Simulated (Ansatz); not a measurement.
The cluster Cd₇⁺, relaxed as a doublet with UKS PBE/def2-SVP in Ansatz, starting from the GFN1-xTB geometry. Force threshold 0.02 eV/Å.

In the def2 sets Cd takes a core potential; there is no spin–orbit coupling. The relaxation made no stability test and no search for a lower SCF solution. Another isomer (doublet) lies 0.04 eV lower at PBE0/def2-TZVP; other spin states weren't run for this one.

Start:

```xyz
7

Cd    2.133    0.074   -2.097
Cd   -0.975    2.846    0.423
Cd   -1.645   -1.264   -0.644
Cd   -0.657    1.342   -2.207
Cd   -1.449    0.357    2.166
Cd    1.382   -2.247   -0.239
Cd    1.211   -1.109    2.597
```

| step | energy (eV) | largest force component (eV/Å) | SCF passes |
| --- | --- | --- | --- |
| 1 | -31947.1696 | 0.124 | 19 |
| 2 | -31947.2012 | 0.083 | 20 |
| 3 | -31947.2511 | 0.041 | 20 |
| 4 | -31947.2809 | 0.040 | 20 |
| 5 | -31947.3016 | 0.030 | 20 |
| 6 | -31947.3133 | 0.037 | 20 |
| 7 (rejected) | -31947.3124 | 0.071 | 20 |
| 8 | -31947.3226 | 0.042 | 20 |
| 9 | -31947.3333 | 0.032 | 20 |
| 10 | -31947.3438 | 0.016 | 20 |
| 11 (rejected) | -31947.2776 | 0.253 | 25 |
| 12 | -31947.3454 | 0.014 | 21 |
| 13 (rejected) | -31947.3429 | 0.070 | 21 |
| 14 | -31947.3466 | 0.009 | 22 |

Force components are those of the run's own axes.

End:

```csv
atom,x (Å),y (Å),z (Å)
Cd1,1.8735,-0.4565,-2.7770
Cd2,-1.8121,2.8676,0.3031
Cd3,-1.4263,-1.0882,-0.5568
Cd4,-0.1860,1.6113,-1.9311
Cd5,-0.9680,0.6337,2.1857
Cd6,1.7299,-1.8066,-0.0555
Cd7,0.7890,-1.7613,2.8316
```

By distances, no bond broke or formed. The bond that changes most is Cd3–Cd4, from 3.20 to 3.27 Å (atoms count from 1).

The force fell under the threshold at step 10, but the optimiser went on and released 0.003 eV more. No frequencies were taken in this run, so the end may be a saddle point.

Run time 95 s (4 threads of Arm Neoverse V2 on a shared host).
